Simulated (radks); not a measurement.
Results of a calculation; reference values are marked as such.
Spherical quantum dot in the effective-mass picture: electrons in a hard-walled sphere of radius 7.76, with a point charge +1 (a donor) at the centre, all in effective atomic units (hartree* = m*/eps^2 hartree, bohr* = eps/m* bohr), one dielectric constant everywhere. Level of theory: non-relativistic Kohn-Sham, LDA (Slater exchange, Perdew-Wang correlation), spin-polarised, spherical densities (a radial shooting solver with Libxc functionals). Levels are named by radial order and angular momentum (1s, 1p, 1d, 2s, ...), and open shells are averaged over m. Results are scaled to m* = 0.05 and eps = 11.1, for which hartree* = 11.04 meV and bohr* = 11.75 nm.

N = 13, configuration 1s2 1p6 1d(up 4, down 0) 2s(up 1, down 0). This is the lowest configuration that the search found. Occupied and some empty levels:

level    occupation  eigenvalue (meV)  <r> (nm)
1s up             1            21.153     53.54
1s down           1            21.569     59.63
1p up             3            21.757     64.56
1p down           3            22.086     64.46
2s up             1            22.343     30.84
1d up             4            22.562     66.43
1d down           0            22.894     66.36
2s down           0            23.520     29.03
1f up             0            23.670     67.96
1f down           0            24.006     67.93
1g up             0            25.062     69.27
1g down           0            25.399     69.28
2p up             0            26.139     45.02
2p down           0            26.486     46.12

Energy (meV): total 134.552, kinetic 37.901, external -35.856, Hartree 160.93, exchange-correlation -28.418.
